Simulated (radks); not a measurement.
Task: All-electron atom: Eu in [Xe] 4f7 6s2. Calculated with a radial shooting solver on a logarithmic mesh with Libxc functionals: Dirac Kohn-Sham, PBE, spin-unpolarised, spherical densities, point nucleus; open shells are shared between the two j in proportion to 2j + 1. Some entries of the table are withheld. Estimate them.

orbital,occ.,eigenvalue (eV),r(max) (bohr)
1s1/2,2,-48321.97,0.01420
2s1/2,2,-7931.092,0.08071
2p1/2,2,-7523.643,(1)
2p3/2,4,-6875.585,(2)
3s1/2,2,-1745.252,0.2291
3p1/2,2,-1569.427,0.2162
3p3/2,4,-1437.317,0.2283
3d3/2,4,-1133.334,0.1818
3d5/2,6,-1104.591,0.1852
4s1/2,2,-346.4757,0.5277
4p1/2,2,-278.5755,0.5328
4p3/2,4,-249.4293,0.5587
4d3/2,4,(3),0.5685
4d5/2,6,(4),0.5770
5s1/2,2,(5),1.234
5p1/2,2,-26.4389,1.351
5p3/2,4,-22.6473,1.429
6s1/2,2,(6),3.624
4f5/2,3,-3.0609,0.5897
4f7/2,4,-2.4451,0.5949

Result: 
(1) 2p1/2 r(max) (bohr): 0.06107
(2) 2p3/2 r(max) (bohr): 0.06680
(3) 4d3/2 eigenvalue (eV): -137.7315
(4) 4d5/2 eigenvalue (eV): -132.5025
(5) 5s1/2 eigenvalue (eV): -44.5943
(6) 6s1/2 eigenvalue (eV): -3.6236
